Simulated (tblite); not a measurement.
C3H8O3Si.
Bonds: C1–O2, O2–C3, C3–C4, C4–O5 (double), C4–O6, O6–Si7. Hydrogens: H8, H9, H10 on C1; H11, H12 on C3; H13, H14, H15 on Si7.

Computed with GFN2-xTB (tblite), gas phase: Langevin dynamics at 400 K from the optimised GFN2-xTB geometry, time step 0.5 fs, friction 0.01 fs⁻¹, 2000 steps.

Start geometry:
```
atom  x, y, z in Å
C1     -2.554   -0.319    0.759
O2     -1.944    0.922    0.471
C3     -0.823    0.837   -0.357
C4      0.405    0.199    0.277
O5      0.461   -0.288    1.372
O6      1.442    0.232   -0.546
Si7     2.937   -0.365   -0.104
H8     -3.433   -0.087    1.357
H9     -1.889   -0.973    1.327
H10    -2.861   -0.826   -0.164
H11    -0.562    1.864   -0.632
H12    -1.043    0.280   -1.284
H13     3.434    0.417    1.020
H14     2.807   -1.780    0.225
H15     3.619   -0.107   -1.363
```

The statistics below take the 31 frames saved every 25 fs from 250 to 1000 fs; their kinetic temperature (all 3N coordinates) averages 420 K.

Question: How do the bond lengths spread?

Answer: 
```json
{"bond": "C1–O2", "start (Å)": "1.412", "mean (Å)": "1.415", "standard deviation (Å)": "0.039", "shortest (Å)": "1.351", "longest (Å)": "1.518"}
{"bond": "O2–C3", "start (Å)": "1.397", "mean (Å)": "1.403", "standard deviation (Å)": "0.045", "shortest (Å)": "1.322", "longest (Å)": "1.491"}
{"bond": "C3–C4", "start (Å)": "1.522", "mean (Å)": "1.536", "standard deviation (Å)": "0.046", "shortest (Å)": "1.459", "longest (Å)": "1.628"}
{"bond": "C4=O5", "start (Å)": "1.200", "mean (Å)": "1.200", "standard deviation (Å)": "0.024", "shortest (Å)": "1.162", "longest (Å)": "1.251"}
{"bond": "C4–O6", "start (Å)": "1.324", "mean (Å)": "1.329", "standard deviation (Å)": "0.033", "shortest (Å)": "1.251", "longest (Å)": "1.407"}
{"bond": "O6–Si7", "start (Å)": "1.669", "mean (Å)": "1.672", "standard deviation (Å)": "0.044", "shortest (Å)": "1.586", "longest (Å)": "1.760"}
{"bond": "C1–H8", "start (Å)": "1.088", "mean (Å)": "1.098", "standard deviation (Å)": "0.039", "shortest (Å)": "1.030", "longest (Å)": "1.195"}
{"bond": "C1–H9", "start (Å)": "1.092", "mean (Å)": "1.097", "standard deviation (Å)": "0.040", "shortest (Å)": "1.035", "longest (Å)": "1.175"}
{"bond": "C1–H10", "start (Å)": "1.097", "mean (Å)": "1.103", "standard deviation (Å)": "0.035", "shortest (Å)": "1.057", "longest (Å)": "1.193"}
{"bond": "C3–H11", "start (Å)": "1.094", "mean (Å)": "1.107", "standard deviation (Å)": "0.048", "shortest (Å)": "1.015", "longest (Å)": "1.199"}
{"bond": "C3–H12", "start (Å)": "1.104", "mean (Å)": "1.108", "standard deviation (Å)": "0.038", "shortest (Å)": "1.044", "longest (Å)": "1.188"}
{"bond": "Si7–H13", "start (Å)": "1.457", "mean (Å)": "1.460", "standard deviation (Å)": "0.034", "shortest (Å)": "1.407", "longest (Å)": "1.545"}
{"bond": "Si7–H14", "start (Å)": "1.458", "mean (Å)": "1.463", "standard deviation (Å)": "0.034", "shortest (Å)": "1.392", "longest (Å)": "1.546"}
{"bond": "Si7–H15", "start (Å)": "1.455", "mean (Å)": "1.468", "standard deviation (Å)": "0.038", "shortest (Å)": "1.400", "longest (Å)": "1.568"}
```

Question: Give the same statistics for bond angles, one of each kind among heavy atoms.

Answer: 
```tsv
angle	start (°)	mean (°)	standard deviation (°)	smallest (°)	largest (°)
C1–O2–C3	114.5	115.7	3.6	109.4	121.8
O2–C3–C4	115.2	115.5	3.8	108.6	124.4
C3–C4–O5	126.0	125.8	3.7	118.4	133.7
C3–C4–O6	111.3	110.6	3.8	103.2	118.1
O5–C4–O6	122.7	123.4	3.5	117.5	132.7
C4–O6–Si7	121.9	127.7	7.5	113.4	139.9
```

Question: How far does each atom move about its mean position (frames aligned on the start, all atoms weighted alike), and what rms force does it feel?

Answer: 
| atom | rms displacement (Å) | rms force (eV/Å) |
| --- | --- | --- |
| C1 | 0.23 | 2.41 |
| O2 | 0.23 | 1.95 |
| C3 | 0.24 | 2.45 |
| C4 | 0.25 | 2.26 |
| O5 | 0.50 | 1.92 |
| O6 | 0.29 | 1.56 |
| Si7 | 0.18 | 1.49 |
| H8 | 0.35 | 1.34 |
| H9 | 0.57 | 1.20 |
| H10 | 0.60 | 1.12 |
| H11 | 0.41 | 1.49 |
| H12 | 0.37 | 1.10 |
| H13 | 1.28 | 0.69 |
| H14 | 1.18 | 0.69 |
| H15 | 1.16 | 0.71 |

The displacements run from 0.18 to 1.28 Å, the largest at H13.

Question: Follow the torsions C1–O2–C3–C4, O2–C3–C4–O5 and C3–C4–O6–Si7 through every second one of these frames.

Answer: 
```
t (fs)  C1–O2–C3–C4 (°)  O2–C3–C4–O5 (°)  C3–C4–O6–Si7 (°)
   250              -85               -8              -160
   300              -95               -6              -163
   350              -68              -23              -176
   400              -54              -41               177
   450              -49              -44               176
   500              -75              -16              -166
   550              -81               19              -143
   600              -90               23              -154
   650              -59               -1               176
   700              -59              -23               163
   750              -92                1              -161
   800              -74               -4              -146
   850              -46              -15              -155
   900              -43              -30              -164
   950              -71              -21              -163
  1000              -94              -12              -158
```

Largest departure from the start value over all these frames: C1–O2–C3–C4 28° (start -70°), O2–C3–C4–O5 54° (start 4°), C3–C4–O6–Si7 38° (start 179°).

Question: How widely does the potential energy scatter, against a harmonic estimate?

Answer: Mean 0.65 eV above the start, standard deviation 0.101 eV, range 0.46 to 0.91 eV. For 39 classical harmonic modes at 400 K the canonical values are 39kT/2 = 0.67 eV and kT·√(39/2) = 0.152 eV.

The run is classical and short, so these are rough statistics of one trajectory.

The cost below is that of the whole dynamics run. Rough CPU time on one thread of a shared machine: about 30 s.
